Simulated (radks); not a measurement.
Spherical quantum dot in the effective-mass picture: electrons in a well V = -V0 / (1 + exp((r - R)/a)) with V0 = 12.4, R = 2.06, a = 0.16, all in effective atomic units (hartree* = m*/eps^2 hartree, bohr* = eps/m* bohr), one dielectric constant everywhere. Method: non-relativistic Kohn-Sham, exchange-only LDA, spin-polarised, spherical densities; computed with a radial shooting solver with Libxc functionals. Levels are named by radial order and angular momentum (1s, 1p, 1d, 2s, ...), and open shells are averaged over m.

N = 10, configuration 1s2 1p6 1d(up 2, down 0). This is the lowest configuration that the search found. Occupied and some empty levels:

| level | occupation | eigenvalue (hartree*) | <r> (bohr*) |
|---|---|---|---|
| 1s up | 1 | -4.8780 | 1.226 |
| 1s down | 1 | -4.8004 | 1.219 |
| 1p up | 3 | -4.0257 | 1.381 |
| 1p down | 3 | -3.9368 | 1.378 |
| 1d up | 2 | -2.8302 | 1.494 |
| 1d down | 0 | -2.7364 | 1.494 |
| 2s up | 0 | -1.7972 | 1.144 |
| 2s down | 0 | -1.7455 | 1.147 |
| 1f up | 0 | -1.3602 | 1.588 |
| 1f down | 0 | -1.2652 | 1.589 |
| 2p up | 0 | -0.055353 | 1.341 |

Energy (hartree*): total -70.4174, kinetic 17.477, external -115.66, Hartree 32.905, exchange-correlation -5.1415.
